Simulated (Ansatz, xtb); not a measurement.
# Two isomers of C7H7N

Structure I: `CC1=CCC(C#N)=C1`, a singlet. Structure II: `CC1=C(C#N)C=CC1`, a singlet. Both are isolated molecules in the gas phase, relaxed with B3LYP/def2-SVP.

Quicker runs give these differences E(II) − E(I): GFN2-xTB +3.68 kJ/mol; HF/STO-3G −1.80 kJ/mol (at GFN2-xTB geometries); r2SCAN-D4/def2-SVP +4.15 kJ/mol (at GFN2-xTB geometries).

Which of the two would you expect CCSD(T)/def2-SVP + ΔMP2/def2-TZVPP electronic energies to favour?

CCSD(T)/def2-SVP + ΔMP2/def2-TZVPP gives E(II) − E(I) = +1.11 kJ/mol, slightly favouring structure I, which is too small a margin to settle the true order.

How the difference moves with the method:

| level | geometry | E(II) − E(I) (kJ/mol) | departure from the last row (kJ/mol) | job, with rough time for the two |
| --- | --- | --- | --- | --- |
| GFN2-xTB | GFN2-xTB | +3.68 | +2.57 | optimisation, 0.22 s |
| HF/STO-3G | GFN2-xTB | −1.80 | −2.91 | single point, 0.9 s |
| r2SCAN-D4/def2-SVP | GFN2-xTB | +4.15 | +3.04 | single point, 5.1 s |
| B3LYP/def2-SVP | B3LYP/def2-SVP | +4.14 | +3.04 | optimisation, 59 s |
| HF/def2-SVP | B3LYP/def2-SVP | +0.98 | −0.12 | part of the CCSD(T) run |
| MP2/def2-SVP | B3LYP/def2-SVP | +1.54 | +0.44 | part of the CCSD(T) run |
| CCSD(T)/def2-SVP | B3LYP/def2-SVP | +0.51 | −0.60 | single point |
| CCSD(T)/def2-SVP + ΔMP2/def2-TZVPP | B3LYP/def2-SVP | +1.11 |  | single point, 2.5 min |

As drawn, both hold the same kinds of bond in the same numbers.

The largest departure from CCSD(T)/def2-SVP + ΔMP2/def2-TZVPP is that of r2SCAN-D4/def2-SVP, 3.04 kJ/mol. The last row adds to CCSD(T) the change of the MP2 difference between the two basis sets, here +0.60 kJ/mol.

With thermal terms from frequencies at re-optimised GFN2-xTB minima (ideal gas, soft modes damped towards free rotors, one conformer each, 298.15 K, 1 atm): on the last row, ΔE + ΔZPE = +0.98, ΔH = +1.08, ΔG = +0.70 kJ/mol.

The correlated steps freeze 8 core orbitals. Programs: Ansatz 0.2.0, xtb 6.7.1; the last row on 2 threads of Intel(R) Xeon(R) Processor @ 2.70GHz on a shared host.
